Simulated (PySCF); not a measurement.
## ORD: SMILES C=C(F)/C(F)=C\B(C)C, C₆H₉BF₂

Geometry:
```csv
atom,x (Å),y (Å),z (Å)
C1,3.165,-0.597,-0.151
C2,1.868,-0.300,-0.084
F3,0.985,-0.877,-0.915
C4,1.224,0.640,0.828
F5,2.099,1.275,1.618
C6,-0.089,0.879,0.874
B7,-1.186,0.188,-0.014
C8,-1.783,-1.198,0.417
C9,-1.762,0.964,-1.253
H10,3.533,-1.315,-0.884
H11,3.857,-0.114,0.536
H12,-0.404,1.654,1.584
H13,-1.081,-1.840,0.968
H14,-2.610,-0.962,1.116
H15,-2.233,-1.759,-0.416
H16,-2.804,0.704,-1.494
H17,-1.149,0.621,-2.109
H18,-1.647,2.057,-1.207
```

Computed, not measured: PySCF 2.14.0, TDDFT CAM-B3LYP/aug-cc-pVDZ circular dichroism and optical rotation, one conformer, gas phase. Geometry: PBE0-D3(BJ)/def2-SVP.

No stereocentre is labelled: unless the shape is locked (an allene, a helicene, a hindered biaryl), the mirror image is equally populated and a measured rotation or CD is zero.

**Question.** What is the specific rotation at 633, 589.3, 546, 436, 405, 365, 355 nm?

**Answer.** [α] in deg dm⁻¹ (g/mL)⁻¹:
| λ (nm) | origin-invariant length gauge | modified velocity gauge | length gauge (centre of mass) | isotropic polarisability (au) |
| --- | --- | --- | --- | --- |
| 633 | -150.7 | -147.5 | -150.8 | 99.3 |
| 589.3 | -182.2 | -178.4 | -182.3 | 100.0 |
| 546 | -225.3 | -220.7 | -225.4 | 100.9 |
| 436 | -458.0 | -449.7 | -457.9 | 104.8 |
| 405 | -601.9 | -591.5 | -601.6 | 106.9 |
| 365 | -934.2 | -919.7 | -933.4 | 110.8 |
| 355 | -1065.8 | -1049.8 | -1064.7 | 112.1 |

**Question.** And for the mirror image at 589.3 nm?

**Answer.** +182.2 deg dm⁻¹ (g/mL)⁻¹ (origin-invariant length gauge): the same size and the opposite sign.

**Question.** What is the molar rotation [Φ] = [α]·M/100 of the geometry above at 589.3 nm?

**Answer.** With M = 129.94 g/mol, -236.8 deg cm² dmol⁻¹ (origin-invariant length gauge).

The first excitation lies at 5.24 eV (237 nm) with R = -80.9 × 10⁻⁴⁰ esu² cm² (velocity form).
